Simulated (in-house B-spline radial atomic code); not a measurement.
Settings and results of a run for Ru VI (Ru5+). Level of theory: Dirac-Kohn-Sham BHandHLYP, spherical fractional occupations, Fermi nucleus of rms radius 4.4809 fm; calculated with an all-electron radial atomic-structure program (B-spline basis).

Command:
```bash
python run_scf.py task.json out
```
Settings (nuclear radius in fm, mass in u):
```
Z                44
configuration    [Kr] 4d3
hamiltonian      dirac
method           bhandhlyp
spin_polarised   False
nucleus          fermi
rms_radius       4.4809
atomic_mass      101.90434
speed_of_light   137.035999084
```

Output (hartree, bohr):
```
 radial grid: 67 intervals, B-splines of order 8, outer radius 18.2456 bohr

 iter        energy (Eh)    residual
    1       -4517.815255    6.28e-01
    2       -4523.851721    2.61e-01
    3       -4525.440348    6.60e-02
    4       -4525.551881    1.91e-02
    5       -4525.559235    7.56e-03
    6       -4525.561025    9.95e-04
    7       -4525.561044    2.44e-05
    8       -4525.561044    3.86e-06
    9       -4525.561044    7.47e-08

 total energy                     -4525.56104
 kinetic                            4709.3596
 electron-nucleus                 -10845.6593
 Hartree                            1742.0746
 exact exchange                      -64.3766
 exchange-correlation                -66.9593

 first-order corrections (not in the total)
   Gaunt                             3.1670
   retardation                      -0.3170
   frequency dependence             -0.0215
   self-energy                       2.1305
   Uehling                          -0.2520
   Wichmann-Kroll                    0.0041
   recoil                            0.0170

 orbital      occ     eigenvalue          <r>       <r^2>       <1/r>       <r^4>       r_max    small
 1s1/2      2.000      -814.4808    0.0334313  0.00150925     45.8774 5.91154e-06     0.02172  2.58e-02
 2s1/2      2.000      -120.8746     0.145172   0.0249065     10.5073  0.00107219      0.1229  5.36e-03
 2p1/2      2.000      -111.7153      0.12365   0.0187738     10.4677 0.000709939     0.09552  5.35e-03
 2p3/2      4.000      -106.8887     0.128398   0.0201156     9.91899 0.000803431     0.09949  5.16e-03
 3s1/2      2.000       -24.1133     0.401013    0.184157     3.63733   0.0522247       0.361  1.47e-03
 3p1/2      2.000       -20.5359     0.394474    0.181036     3.53552   0.0530904      0.3482  1.41e-03
 3p3/2      4.000       -19.7009     0.404858    0.190479     3.40461   0.0586273      0.3576  1.36e-03
 3d3/2      4.000       -13.3893     0.381035    0.173683      3.2202   0.0572608      0.2995  1.24e-03
 3d5/2      6.000       -13.2277      0.38445    0.176658     3.18609    0.059114      0.3023  1.23e-03
 4s1/2      2.000        -5.6622     0.995958     1.11841     1.37443     1.84176      0.9061  3.58e-04
 4p1/2      2.000        -4.5008      1.06341     1.28447     1.26946     2.50009      0.9515  3.15e-04
 4p3/2      4.000        -4.3609      1.08781     1.34357     1.23346     2.73194      0.9736  3.04e-04
 4d3/2      1.200        -2.4318      1.33187     2.05641    0.981752     6.97173       1.127  2.04e-04
 4d5/2      1.800        -2.4145      1.34168     2.08619    0.973368     7.16722       1.135  2.01e-04
```

Time taken, with all properties: 2 s on 1 thread of Arm Neoverse V1 (shared host).

For the Dirac Hamiltonian the kinetic term is c α·p + (β - 1)c².

Caution: exact exchange at fractional occupations of open shells leaves self-interaction of up to several eV.
